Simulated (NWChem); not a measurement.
Molecule: C₂H₃FSi; SMILES [SiH2](C#C)F

All runs: NWChem. Each level has its own optimisation; frequencies are unscaled.

```
level               r F–Si (Å)  r C–Si (Å)  r H–Si (Å)  r C–C (Å)  highest harmonic frequency (cm⁻¹)  lowest (cm⁻¹)  zero-point energy (kcal/mol)  dipole (D)
------------------  ----------  ----------  ----------  ---------  ---------------------------------  -------------  ----------------------------  ----------
B3LYP/3-21G                ___       1.846       1.488      1.211                               3481            ___                          25.0         ___
Hartree-Fock/3-21G       1.630       1.850       1.472      1.194                               3649            186                          27.0        2.15
PBE0/def2-SVP            1.623       1.827       1.485      1.217                               3473            152                          24.7        1.79
```

Some entries are withheld; supply them.


- B3LYP/3-21G, r F–Si (Å): 1.652
- B3LYP/3-21G, lowest (cm⁻¹): 167
- B3LYP/3-21G, dipole (D): 1.71
